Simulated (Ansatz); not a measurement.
A made-up structure of BHSeSO, closed shell:

```xyz
5
angstrom
S -1.0531 -2.0171 1.7241
B -0.1418 -1.0928 0.5018
O 0.6091 -0.3813 -0.4951
Se 0.7270 1.2643 -1.0312
H -0.1412 2.2269 -0.6996
```

It is relaxed with PBE-D4/def2-SVP and then PBE0-D4/def2-TZVP (Ansatz 0.2.0). Atoms count as bonded within 1.22 times the sum of their covalent radii (H–H: 0.88 Å). The end point is not checked to be a true minimum.

**Question.** Does its bonding change? (A judgement: the text doesn't fix the answer.)

**Answer.** The calculation gives: No: no bond forms or breaks.

Where it ends: The first stage lowers the energy by 1.81 eV in 14 steps. It ends as BHSeSO ([S][B][O][SeH]):
```
5
angstrom
S -0.7885 -1.7360 1.7029
B -0.1783 -0.9937 0.4008
O 0.2978 -0.4388 -0.6916
Se 0.9832 1.2569 -0.5846
H -0.3142 1.9116 -0.8275
```

Labels in which every atom is bracketed show which atoms are joined, not bond orders.

For scale, one of the runs: PBE0-D4/def2-TZVP relaxation, 153 basis functions, launched by `ansatz run in.yaml --threads 2 --pin off --events-out ev --progress --plain --max-ram 4352MiB`. The run took about 33 s on 2 CPU threads of an Arm Neoverse V2 (shared host).
